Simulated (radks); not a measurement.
Species: Eu59+. Configuration: 1s1.75 2s2 3d0.25 (fractional occupations, a model configuration). All-electron calculation, scalar-relativistic Kohn-Sham, revPBE, spin-polarised, spherical densities, finite nucleus; open shells are filled with parallel spins first (spin-orbit coupling, left out, can overturn this in heavy ions); Fermi nuclear charge, rms radius 5.1115 fm. Program: a radial shooting solver on a logarithmic mesh with Libxc functionals.

Local quantities along the radius. ELF = 1/(1 + alpha^2) is the electron localisation function; alpha = (tau - tau_W)/tau_unif compares the Pauli kinetic energy density with that of the uniform gas (summed over spins); r v_xc is r times the local exchange-correlation potential of spin up (hartree bohr); -r V(r) is the screened charge that the Kohn-Sham potential of spin up presents (atomic units); 4 pi r^2 rho is in e/bohr. tau is taken from the large components.

r (bohr)	ELF	alpha	r v_xc	-r V(r)	4 pi r^2 rho
0.0008839	1.000	0.0001556	-0.1144	62.97	2.780
0.0009808	1.000	0.0001665	-0.1178	62.96	3.304
0.001088	1.000	0.0001789	-0.1220	62.95	3.921
0.001208	1.000	0.0001933	-0.1270	62.94	4.646
0.00134	1.000	0.0002099	-0.1327	62.92	5.495
0.001487	1.000	0.0002293	-0.1393	62.90	6.488
0.00165	1.000	0.0002521	-0.1468	62.89	7.644
0.001831	1.000	0.0002791	-0.1552	62.87	8.985
0.002031	1.000	0.0003113	-0.1645	62.84	10.54
0.002254	1.000	0.0003499	-0.1748	62.82	12.32
0.002521	1.000	0.0004007	-0.1869	62.79	14.52
0.002797	1.000	0.0004588	-0.1993	62.76	16.86
0.003104	1.000	0.0005304	-0.2126	62.73	19.50
0.003444	1.000	0.0006197	-0.2270	62.70	22.46
0.003821	1.000	0.0007320	-0.2424	62.66	25.74
0.00424	1.000	0.0008749	-0.2588	62.62	29.34
0.004705	1.000	0.001059	-0.2762	62.57	33.24
0.005221	1.000	0.001299	-0.2944	62.52	37.42
0.005793	1.000	0.001617	-0.3134	62.46	41.80
0.006428	1.000	0.002043	-0.3331	62.40	46.32
0.007132	1.000	0.002625	-0.3533	62.34	50.86
0.007914	1.000	0.003433	-0.3737	62.27	55.28
0.008781	1.000	0.004577	-0.3941	62.19	59.40
0.009744	1.000	0.006229	-0.4140	62.11	63.02
0.01081	1.000	0.008671	-0.4332	62.03	65.93
0.012	1.000	0.01237	-0.4510	61.94	67.88
0.01331	1.000	0.01813	-0.4667	61.84	68.67
0.01477	0.999	0.02736	-0.4799	61.74	68.12
0.01639	0.998	0.04263	-0.4895	61.64	66.10
0.01819	0.995	0.06877	-0.4948	61.53	62.62
0.02018	0.987	0.1152	-0.4950	61.42	57.76
0.02257	0.958	0.2094	-0.4890	61.30	51.28
0.02504	0.875	0.3788	-0.4779	61.18	44.54
0.02779	0.669	0.7034	-0.4635	61.05	37.61
0.03083	0.368	1.310	-0.4494	60.93	31.10
0.03421	0.156	2.329	-0.4391	60.81	25.59
0.03796	0.070	3.642	-0.4286	60.69	21.55
0.04212	0.047	4.509	-0.3972	60.55	19.27
0.04674	0.056	4.101	-0.3532	60.38	18.77
0.05186	0.115	2.779	-0.3781	60.29	19.77
0.05755	0.296	1.540	-0.4648	60.25	21.71
0.06386	0.617	0.7872	-0.5440	60.21	23.84
0.07085	0.851	0.4182	-0.5929	60.14	25.41
0.07862	0.934	0.2649	-0.6154	60.05	25.80
0.08724	0.951	0.2268	-0.6171	59.96	24.69
0.0968	0.934	0.2654	-0.6013	59.86	22.14
0.1074	0.871	0.3847	-0.5713	59.76	18.54
0.1192	0.716	0.6292	-0.5330	59.66	14.49
0.1322	0.454	1.097	-0.4946	59.58	10.57
0.1467	0.208	1.952	-0.4630	59.52	7.257
0.1628	0.081	3.374	-0.4387	59.48	4.744
0.1807	0.033	5.384	-0.4161	59.44	3.009
0.2021	0.016	7.867	-0.3884	59.40	1.819
0.2242	0.010	10.18	-0.3637	59.37	1.134
0.2488	0.006	12.76	-0.3525	59.36	0.6918
0.2761	0.004	16.44	-0.3574	59.36	0.4013
0.3063	0.002	22.64	-0.3580	59.36	0.2140
0.3399	0.001	34.05	-0.3323	59.33	0.1018
0.3771	0.000	56.62	-0.2793	59.28	0.04219
0.4185	0.000	105.2	-0.2137	59.21	0.01491
0.4643	0.000	221.1	-0.1503	59.15	0.004402
0.5152	0.000	531.3	-0.09769	59.10	0.001064
0.5717	0.000	1481	-0.05865	59.06	0.0002059

On this mesh the ELF has minima near r = 0.042 bohr, which separate the shells, and maxima near 0.087 (0.95).
